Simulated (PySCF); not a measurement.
# Ionisation energy of Pt⁶¹⁺ by level of theory

Pt⁶¹⁺ [Ne] 3s2 3p5 [3p1/2^2 3p3/2^3, M_J = 3/2] → Pt⁶²⁺ [Ne] 3s2 3p4 [3p1/2^2 3p3/2^2, M_J = 2], as a difference of total energies. Computed with PySCF 2.14 in an even-tempered Gaussian basis (18 s from 19 bohr⁻², ratio 2.4; 14 p from 25 bohr⁻², ratio 2.4; 4 d from 90 bohr⁻², ratio 2.6; 4 f from 140 bohr⁻², ratio 2.6), with the two-component X2C-1e Hamiltonian. Correlated levels: 1s2 frozen; the 48 highest virtual spinors dropped. "Screened" scales the spin-orbit matrix elements by Boettger's factors to mimic the two-electron term; Breit and QED terms are absent.

| method | ionisation energy (eV) |
| --- | --- |
| GHF (spin-free) | 6778.2 |
| GMP2 (spin-free) | 6779.4 |
| GHF (screened spin-orbit) | 6650.4 |
| GMP2 (screened spin-orbit) | 6651.6 |

Breit and QED terms and the two-electron picture change are absent.

The spin-free rows relax to the high-spin LS determinant and lack the spin-orbit shift.

The labels give the starting determinants; with spin-orbit coupling the two ends relaxed to ⟨J²⟩ = 3.75, ⟨L²⟩ = 2.06, ⟨S²⟩ = 0.81 and ⟨J²⟩ = 6.00, ⟨L²⟩ = 3.32, ⟨S²⟩ = 1.41.

For comparison: 6646 ± 12 eV (theoretical estimate listed by NIST; NIST Atomic Spectra Database, ionization energies).
